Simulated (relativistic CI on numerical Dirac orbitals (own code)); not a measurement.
# Forbidden transitions in Xe9+

Calculated at this level of theory: Dirac-Coulomb-Breit CI, orbitals from a KLI potential per configuration, model QED, unscaled Slater integrals (own radial code, finite nucleus).

Configurations in the expansion (outside the closed core [Ar] 3d10): 4s2 4p6 4d9, 4s2 4p5 4d10, 4s2 4p6 4d8 4f, 4s2 4p6 4d8 5s, 4s2 4p6 4d8 5p, 4s 4p6 4d10, 4s2 4p5 4d9 4f, 4s2 4p6 4d7 5s 5p, 4s2 4p6 4d8 5d, 4s2 4p6 4d7 4f 5s, 4s2 4p6 4d8 6s, 4s2 4p6 4d8 6p, 4s2 4p6 4d8 5f, 4s 4p6 4d9 4f, 4s2 4p6 4d8 6d, 4s2 4p5 4d9 5s, 4s2 4p6 4d8 5g, 4s2 4p6 4d8 7s, 4s2 4p6 4d8 7p, 4s2 4p6 4d8 6f, 4s2 4p5 4d9 5p, 4s2 4p5 4d9 5d, 4s 4p6 4d9 5s, 4s2 4p6 4d7 5s2, 4s2 4p6 4d6 4f 5s2, 4s2 4p6 4d6 5s2 5p, 4s2 4p5 4d7 4f 5s2, 4s 4p6 4d8 5s2, 4s 4p6 4d7 4f 5s2, 4s 4p6 4d7 5s2 5p, 4s 4p5 4d8 4f 5s2. Double excitations out of closed p, d and f shells are left out; levels of such configurations are missing from the list, as are those of other unlisted configurations, and high levels can miss mixing partners.

| λ vac (Å) | Lower | Upper | Type | A (s⁻¹) | E lower (cm⁻¹) | E upper (cm⁻¹) |
| --- | --- | --- | --- | --- | --- | --- |
| 164.76 | 4s2 4p6 4d9 2D_5/2 [1] | 4s2 4p6 4d8 5s 2S_1/2 [18] | E2 | 3.37e+05 | 0 | 606945 |
| 169.43 | 4s2 4p6 4d9 2D_3/2 [2] | 4s2 4p6 4d8 5s 2S_1/2 [18] | E2 | 7.37e+05 | 16728 | 606945 |
| 176.82 | 4s2 4p6 4d8 5s 4F_7/2 [4] | 4s2 4p6 4d7 5s2 2H_11/2 [247] | E2 | 3.29e+05 | 513332 | 1078877 |
| 177.78 | 4s2 4p6 4d8 5s 2F_7/2 [7] | 4s2 4p6 4d7 5s2 2D_5/2 [268] | E2 | 7.96e+05 | 526997 | 1089484 |
| 177.87 | 4s2 4p6 4d8 5s 4F_9/2 [3] | 4s2 4p6 4d7 5s2 4P_5/2 [240] | E2 | 7.92e+05 | 506756 | 1068976 |
| 178.90 | 4s2 4p6 4d8 5s 2F_7/2 [7] | 4s2 4p6 4d7 5s2 4P_3/2 [258] | E2 | 6.02e+05 | 526997 | 1085968 |
| 179.16 | 4s2 4p6 4d9 2D_5/2 [1] | 4s2 4p6 4d8 5s 2P_3/2 [17] | E2 | 4.93e+05 | 0 | 558169 |
| 179.70 | 4s2 4p6 4d9 2D_5/2 [1] | 4s2 4p6 4d8 5s 2P_1/2 [16] | E2 | 1.08e+06 | 0 | 556490 |
| 180.29 | 4s2 4p6 4d9 2D_5/2 [1] | 4s2 4p6 4d8 5s 2G_9/2 [13] | E2 | 6.71e+05 | 0 | 554677 |
| 180.43 | 4s2 4p6 4d8 5s 2F_5/2 [10] | 4s2 4p6 4d7 5s2 2P_1/2 [275] | E2 | 9.56e+05 | 539382 | 1093610 |
| 180.51 | 4s2 4p6 4d8 5s 2F_5/2 [10] | 4s2 4p6 4d7 5s2 2H_9/2 [274] | E2 | 3.86e+05 | 539382 | 1093378 |
| 181.20 | 4s2 4p6 4d8 5s 2F_7/2 [7] | 4s2 4p6 4d7 5s2 2H_11/2 [247] | E2 | 6.92e+05 | 526997 | 1078877 |
| 181.24 | 4s2 4p6 4d8 5s 4P_5/2 [8] | 4s2 4p6 4d7 5s2 2G_7/2 [249] | E2 | 3.42e+05 | 528183 | 1079940 |
| 181.48 | 4s2 4p6 4d8 5s 4F_3/2 [6] | 4s2 4p6 4d7 5s2 4P_1/2 [245] | E2 | 4.21e+05 | 523594 | 1074609 |
| 182.84 | 4s2 4p6 4d9 2D_5/2 [1] | 4s2 4p6 4d8 5s 4P_3/2 [12] | E2 | 4.78e+05 | 0 | 546936 |
| 183.01 | 4s2 4p6 4d8 5s 4P_5/2 [8] | 4s2 4p6 4d7 5s2 4P_1/2 [245] | E2 | 1.15e+06 | 528183 | 1074609 |
| 184.41 | 4s2 4p6 4d8 5s 4F_5/2 [5] | 4s2 4p6 4d7 5s2 4P_3/2 [235] | E2 | 1.14e+06 | 522106 | 1064365 |
| 184.48 | 4s2 4p6 4d8 5s 4F_9/2 [3] | 4s2 4p6 4d7 5s2 4F_7/2 [230] | E2 | 4.24e+05 | 506756 | 1048809 |
| 184.69 | 4s2 4p6 4d9 2D_3/2 [2] | 4s2 4p6 4d8 5s 2P_3/2 [17] | E2 | 9.60e+05 | 16728 | 558169 |
| 184.71 | 4s2 4p6 4d8 5s 2F_7/2 [7] | 4s2 4p6 4d7 5s2 2G_9/2 [238] | E2 | 8.38e+05 | 526997 | 1068384 |
| 184.88 | 4s2 4p6 4d8 5s 4F_7/2 [4] | 4s2 4p6 4d7 5s2 4F_5/2 [231] | E2 | 7.16e+05 | 513332 | 1054223 |
| 184.99 | 4s2 4p6 4d8 5s 2F_5/2 [10] | 4s2 4p6 4d7 5s2 2G_7/2 [249] | E2 | 5.22e+05 | 539382 | 1079940 |
| 185.27 | 4s2 4p6 4d9 2D_3/2 [2] | 4s2 4p6 4d8 5s 2P_1/2 [16] | E2 | 9.19e+05 | 16728 | 556490 |
| 185.40 | 4s2 4p6 4d9 2D_5/2 [1] | 4s2 4p6 4d8 5s 2F_5/2 [10] | E2 | 2.62e+05 | 0 | 539382 |
| 185.46 | 4s2 4p6 4d9 2D_5/2 [1] | 4s2 4p6 4d8 5s 4P_3/2 [9] | E2 | 4.07e+05 | 0 | 539214 |
| 185.52 | 4s2 4p6 4d8 5s 4P_3/2 [12] | 4s2 4p6 4d7 5s2 4P_3/2 [258] | E2 | 9.09e+05 | 546936 | 1085968 |
| 185.63 | 4s2 4p6 4d8 5s 2G_9/2 [13] | 4s2 4p6 4d7 5s2 2H_9/2 [274] | E2 | 3.22e+05 | 554677 | 1093378 |
| 185.66 | 4s2 4p6 4d8 5s 2D_5/2 [14] | 4s2 4p6 4d7 5s2 2H_9/2 [274] | E2 | 5.38e+05 | 554747 | 1093378 |
| 185.73 | 4s2 4p6 4d8 5s 2G_7/2 [15] | 4s2 4p6 4d7 5s2 2H_9/2 [274] | E2 | 5.68e+05 | 554960 | 1093378 |
| 185.79 | 4s2 4p6 4d9 2D_3/2 [2] | 4s2 4p6 4d8 5s 2G_7/2 [15] | E2 | 6.60e+05 | 16728 | 554960 |
| 185.87 | 4s2 4p6 4d9 2D_3/2 [2] | 4s2 4p6 4d8 5s 2D_5/2 [14] | E2 | 6.46e+05 | 16728 | 554747 |
| 186.76 | 4s2 4p6 4d8 5s 2P_3/2 [17] | 4s2 4p6 4d7 5s2 2P_1/2 [275] | E2 | 8.06e+05 | 558169 | 1093610 |
| 187.72 | 4s2 4p6 4d8 5s 4F_3/2 [6] | 4s2 4p6 4d7 5s2 4F_3/2 [232] | E2 | 1.02e+06 | 523594 | 1056291 |
| 187.93 | 4s2 4p6 4d8 5s 4F_5/2 [5] | 4s2 4p6 4d7 5s2 4F_5/2 [231] | E2 | 4.13e+05 | 522106 | 1054223 |
| 188.21 | 4s2 4p6 4d8 5s 2P_3/2 [17] | 4s2 4p6 4d7 5s2 2D_5/2 [268] | E2 | 3.07e+05 | 558169 | 1089484 |
| 188.76 | 4s2 4p6 4d8 5s 4P_3/2 [9] | 4s2 4p6 4d7 5s2 4P_5/2 [240] | E2 | 3.82e+05 | 539214 | 1068976 |
| 189.12 | 4s2 4p6 4d8 5s 4F_9/2 [3] | 4s2 4p6 4d7 5s2 4F_9/2 [222] | E2 | 1.04e+06 | 506756 | 1035531 |
| 189.33 | 4s2 4p6 4d9 2D_5/2 [1] | 4s2 4p6 4d8 5s 4P_5/2 [8] | E2 | 4.20e+05 | 0 | 528183 |
| 189.75 | 4s2 4p6 4d9 2D_5/2 [1] | 4s2 4p6 4d8 5s 2F_7/2 [7] | E2 | 1.03e+06 | 0 | 526997 |
| 190.48 | 4s2 4p6 4d8 5s 2G_7/2 [15] | 4s2 4p6 4d7 5s2 2G_7/2 [249] | E2 | 5.62e+05 | 554960 | 1079940 |
| 190.77 | 4s2 4p6 4d8 5s 2G_9/2 [13] | 4s2 4p6 4d7 5s2 2H_11/2 [247] | E2 | 8.38e+05 | 554677 | 1078877 |
| 190.99 | 4s2 4p6 4d9 2D_5/2 [1] | 4s2 4p6 4d8 5s 4F_3/2 [6] | E2 | 2.19e+05 | 0 | 523594 |
| 191.33 | 4s2 4p6 4d9 2D_3/2 [2] | 4s2 4p6 4d8 5s 2F_5/2 [10] | E2 | 5.67e+05 | 16728 | 539382 |
| 194.81 | 4s2 4p6 4d9 2D_5/2 [1] | 4s2 4p6 4d8 5s 4F_7/2 [4] | E2 | 4.72e+05 | 0 | 513332 |
| 195.52 | 4s2 4p6 4d9 2D_3/2 [2] | 4s2 4p6 4d8 5s 4P_5/2 [8] | E2 | 1.75e+05 | 16728 | 528183 |

Terms are leading LS components. Brackets give the number of a level in order of energy, since labels repeat. The list gives strong lines, with weight on those to low levels, among the lowest 400 of 4896 levels, so that lines to higher ones, which can be the strongest, are missing. Levels whose partners in the same complex of configurations lie outside the list can be far off, and so can their lines. Rates are taken at the computed energies, electric ones in the length gauge.

At this charge energies of transitions that change n are usually good to better than 1 %, and those within a shell (Δn = 0) to a few per cent. Levels and lines within the n = 5 or 6 shells can be off by up to 10 % or somewhat more, and those that change n by about 2 %, since core polarisation is missing.

LS names give the leading component of a level, which can be under half, so a name can repeat, a term be missing and a line seem to break the LS rules.
